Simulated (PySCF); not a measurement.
## Molecular orbitals of TeCl

PBE0 at R = 2.324 Å; basis Te cc-pVTZ-PP with ECP28, Cl cc-pV(T+d)Z; scalar-relativistic core potentials; PySCF 2.14. State: ²Π (doublet), unpaired electrons π ↑. Only the outer orbitals are listed, counted within each symmetry, core potentials removing the inner ones.

| spin | orbital | occ. | ε (eV) | on Te (%) | main shells (%) |
| --- | --- | --- | --- | --- | --- |
| α | 7σ | 1 | -23.42 | 11 | 87 Cl s, 8 Te s |
| α | 8σ | 1 | -17.59 | 83 | 82 Te s, 10 Cl s |
| α | 9σ | 1 | -11.07 | 38 | 60 Cl p, 30 Te p |
| α | 4π | 1 | -10.31 | 22 | 78 Cl p, 20 Te p |
| α | 4π | 1 | -9.97 | 15 | 85 Cl p, 13 Te p |
| α | 5π | 1 | -7.60 | 80 | 79 Te p, 20 Cl p |
| α | 5π | 1 | -6.69 | 86 | 86 Te p, 13 Cl p |
| α | 10σ | 0 | -2.59 | 76 | 70 Te p, 24 Cl p |
| α | 11σ | 0 | 2.58 | 104 | 98 Te s |
| α | 6π | 0 | 4.82 | 85 | 76 Te d, 13 Cl d, 10 Te p |
| β | 7σ | 1 | -23.27 | 10 | 88 Cl s |
| β | 8σ | 1 | -16.74 | 81 | 81 Te s, 10 Cl p, 8 Cl s |
| β | 9σ | 1 | -10.87 | 39 | 59 Cl p, 28 Te p, 10 Te s |
| β | 4π | 1 | -9.91 | 13 | 86 Cl p, 12 Te p |
| β | 4π | 1 | -9.75 | 11 | 89 Cl p, 9 Te p |
| β | 5π | 1 | -6.42 | 88 | 88 Te p, 12 Cl p |
| β | 5π | 0 | -4.34 | 91 | 91 Te p, 8 Cl p |
| β | 10σ | 0 | -2.29 | 78 | 71 Te p, 22 Cl p |
| β | 11σ | 0 | 2.88 | 104 | 99 Te s |

Task: Which are the highest filled and the lowest empty level, where do they sit, and how wide is the gap?

Result: Highest filled β 5π at -6.42 eV (in %: 88 Te p, 12 Cl p); lowest empty β 5π at -4.34 eV (in %: 91 Te p, 8 Cl p); the gap at PBE0 is 2.08 eV. Both belong to one degenerate shell, split only by its one-sided filling, so this is no excitation gap.

```json
{
  "bond order (Mayer)": "1.14",
  "⟨S²⟩": "0.754",
  "charge on Te (Mulliken, basis-dependent)": "0.22",
  "charge on Te (Löwdin, basis-dependent)": "0.09",
  "dipole moment (positive dipole means Te(−)Cl(+))": "-1.48 D",
  "polarisability along the bond": "63.0 bohr³",
  "polarisability across the bond": "35.5 bohr³"
}
```

Shares are Mulliken populations and can fall outside 0 to 100 %.

Spin–orbit coupling is left out. The state is the lowest determinant that a PBE0 search found; another state may lie lower at other levels.
